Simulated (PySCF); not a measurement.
Si(F)(Cl)(OH)(OMe) (CH₄ClFO₂Si), SMILES CO[Si](O)(F)Cl. Coordinates come from a PBE0-D3(BJ)/def2-SVP optimisation. Other conformers were not sampled.

Task: Give the equilibrium geometry at PBE0-D3(BJ)/def2-SVP (PySCF confirms it by a frequency run) as bond lengths and angles. (The exact figures need the calculation; the answer reports its results.)

Result: This is not unique; one that fits is 
Atoms: C1 O2 Si3 O4 F5 Cl6 H7 H8 H9 H10. Bonded distances (Å): C1–O2 1.406, C1–H7 1.103, C1–H8 1.103, C1–H9 1.099, O2–Si3 1.621, Si3–O4 1.634, Si3–F5 1.603, Si3–Cl6 2.050, O4–H10 0.962. Angles (°): O2–C1–H7 111.3, O2–C1–H8 111.4, O2–C1–H9 108.3, H7–C1–H8 108.7, H7–C1–H9 108.6, H8–C1–H9 108.5, C1–O2–Si3 126.6, O2–Si3–O4 110.1, O2–Si3–F5 107.1, O2–Si3–Cl6 111.3, O4–Si3–F5 111.1, O4–Si3–Cl6 110.2, F5–Si3–Cl6 107.0, Si3–O4–H10 118.4.
Charge 0, spin multiplicity 1.
